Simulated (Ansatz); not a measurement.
Z-matrix (Å, degrees):
```
C
Ga 1 1.980
F 1 1.389 2 111.3
H 1 1.095 2 110.5 3 -120.7
H 1 1.095 2 110.5 3 120.7
F 2 1.764 1 111.5 3 -180.0
H 2 1.554 1 133.4 3 0.0
```

Total charge 0; spin multiplicity 1.

Q: List the B3LYP/def2-TZVPP orbital energies in eV (Ansatz). (Estimate.)

A: Computed: Occupied: -10138.35, -1250.08, -1107.35, -1107.22, -1107.21, -671.52, -670.23, -279.03, -150.19, -103.68, -103.39, -103.32, -32.79, -30.67, -23.45, -23.38, -23.30, -23.20, -23.11, -18.99, -13.77, -13.56, -13.46, -12.05, -10.68, -10.56, -9.99, -9.90, -8.10. Lowest empty: -1.74, -0.34, 0.13, 1.75, 2.34, 2.52, 3.65, 4.86.

B3LYP here is the variant with VWN-RPA as its local correlation; programs differ in this.
